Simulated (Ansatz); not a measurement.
`C=C[CH2][GaH][Cl]` + H₂S → `[SH][GaH][Cl]` + `C=CC` at 600 K and 1 bar (ligand exchange at a Ga–C bond).

Computed with Ansatz on PBE0-D4/def2-TZVP structures; ΔE is electronic, products minus reactants. CBS: MP2 limit from def2 TZ/QZ plus the TZ coupled-cluster correction, frozen cores. This one scheme is used for every species. For Ga outer-core shells are correlated without core-valence functions, which leaves a few kJ/mol of doubt a bond. Scalar relativity is left out up to krypton. One conformer a species, not always the lowest.

```csv
species,CCSD(T)/CBS energy (Eh),H − E (kJ/mol),S (J/(mol·K))
`C=C[CH2][GaH][Cl]`,-2501.51881,268.6,468.4
H₂S,-398.97279,60.8,230.9
`[SH][GaH][Cl]`,-2782.78263,87.0,371.4
`C=CC`,-117.74610,248.6,323.1
```

H − E and S are ideal-gas, rigid-rotor, harmonic terms from PBE0-D4/def2-TZVP, for one conformer and one mirror image of each species. 1 Eh = 2625.50 kJ/mol, R = 8.31446 J/(mol·K).

By hand: ΔE, ΔH, ΔS and ΔG.

ΔE = (-2782.78263) + (-117.74610) − (-2501.51881) − (-398.97279) = -0.03713 Eh = -97.5 kJ/mol. Δ(H − E) = 87.0 + 248.6 − 268.6 − 60.8 = 6.2, so ΔH = -91.3 kJ/mol. ΔS = 371.4 + 323.1 − 468.4 − 230.9 = -4.8 J/(mol·K). ΔG = -91.3 − 600 × (-4.8)/1000 = -88.4 kJ/mol.

By hand: the equilibrium constant, and the temperature at which ΔG would vanish if ΔH and ΔS stayed fixed.

log₁₀ K = −ΔG/(RT ln 10) = 7.7. ΔG = 0 at ΔH/ΔS = 19021 K, far beyond where these terms or the molecules hold.

The number of gas molecules stays the same, so ΔS is small and ΔH decides. A doubt of 5 kJ/mol in ΔE shifts log₁₀ K by 0.4 here. Other conformers and mirror images would add mixing entropy, several J/(mol·K) or more a flexible species. Modes under 60 cm⁻¹, often nearly free rotors, make the harmonic entropy too high. These are equilibria of isolated gas molecules and say nothing of rates. Largest T1 diagnostic: 0.012 (customary marks: 0.02 for closed shells, 0.045 for open ones).
